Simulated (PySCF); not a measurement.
Simulated C 1s region for `O=[CH][GeH2][CH3]`, binding energy against the vacuum level.

Every computed line was given a Gaussian of 0.4 eV full width at half maximum and an area set by the number of equivalent atoms; the highest printed point is 100. Computed with delta-SCF UKS SCAN, pcX-2 on the ionised atom, pcseg-1 elsewhere, spin-free X2C (PySCF 2.14.0).

binding energy (eV), intensity and a bar:
```
    290.0          0 
    290.1          1 
    290.2          6 ##
    290.3         21 ######
    290.4         50 ###############
    290.5         84 #########################
    290.6        100 ##############################
    290.7         84 #########################
    290.8         50 ###############
    290.9         21 ######
    291.0          6 ##
    291.1          1 
    291.2          0 
    291.3          0 
    291.4          0 
    291.5          0 
    291.6          0 
    291.7          0 
    291.8          0 
    291.9          0 
    292.0          0 
    292.1          0 
    292.2          0 
    292.3          0 
    292.4          0 
    292.5          0 
    292.6          0 
    292.7          3 #
    292.8         11 ###
    292.9         31 #########
    293.0         65 ###################
    293.1         94 ############################
    293.2         97 #############################
    293.3         71 #####################
    293.4         37 ###########
    293.5         13 ####
    293.6          3 #
    293.7          1
```

Task: Count the maxima, the lines and the sites behind this envelope.

Result: The curve has 2 maxima (at 290.6 and 293.2 eV). Under it lie 2 lines from 2 inequivalent carbon sites.

Task: Decompose the envelope and assign each component. Numbering: `[CH3:1][GeH2:2][CH:3]=[O:4]`.

Result: 
```
position (eV)  relative area  line  atoms                    environment
       290.60              1  C 1s     C1  sp3 carbon bound to germanium
       293.16              1  C 1s     C3                carbonyl carbon
```

Task: What are the centre and the root-mean-square width of the whole band?

Result: The area-weighted mean of the lines is 291.88 eV. Their own spread about it is 1.28 eV (rms) and each Gaussian has σ = 0.4/2.355 = 0.17 eV; the variances add, which gives 1.29 eV.

Task: Above which line width would these two lines show one maximum?

Result: Two equal Gaussians merge once their distance is under 2σ = FWHM/1.177. With 2.56 eV between them that is a full width over 3.01 eV.

Lowest listed C 1s: C1, bonded to 3 H and Ge. Highest, 2.56 eV above it: C3, bonded to O (double bond), H and Ge.

Shake-up satellites, vibrational structure and lifetime widths aren't simulated. Spin contamination (⟨S²⟩ against 0.75 for a pure doublet) is marked for C 1s of C3 (0.87), which makes this value less certain. Isolated species at its PBE0-D3(BJ)/def2-SVP geometry (one conformer only).

Conformer computed: `[CH3:1][GeH2:2][CH:3]=[O:4]`: C1–Ge2–C3–O4 -108°.
